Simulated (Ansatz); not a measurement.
Reaction (substitution at a C–C bond): `C#CCS` + `BS` → `BSCS` + acetylene

Gas-phase electronic energies from Ansatz, PBE0-D4/def2-TZVP geometries. CBS: MP2 limit from def2 TZ/QZ plus the TZ coupled-cluster correction, frozen cores. This one scheme is used for every species. DFT in def2-TZVPP. Each species was taken in one conformer, which may not be the lowest.

```tsv
level	ΔE (kcal/mol)
revPBE-D4	3.9
BLYP	5.5
BHLYP	6.7
MP2/CBS(def2)	3.6
```

What does CCSD(T)/CBS give? (Estimate.)

The calculation gave: +3.8 kcal/mol. The listed levels differ from it by 0.1, 1.7, 2.9, -0.2 kcal/mol.

Largest T1 diagnostic among the species: 0.015.

From PBE to PBE0 (25 % exact exchange), in def2-TZVPP and without D4, ΔE moves by +0.7 kcal/mol. In def2-TZVPP, CCSD(T) changes the Hartree–Fock value by −3.0 kcal/mol (the triples alone add −0.8 kcal/mol) and MP2 by −3.1 kcal/mol. The D4 term adds −1.1 kcal/mol with B3LYP and −0.6 kcal/mol with PBE0; it sums over pairs of atoms, weighted by their polarisabilities, and B3LYP, whose exchange is more repulsive, gets the larger term.

B3LYP here is the variant with VWN-RPA as its local correlation; programs differ in this.
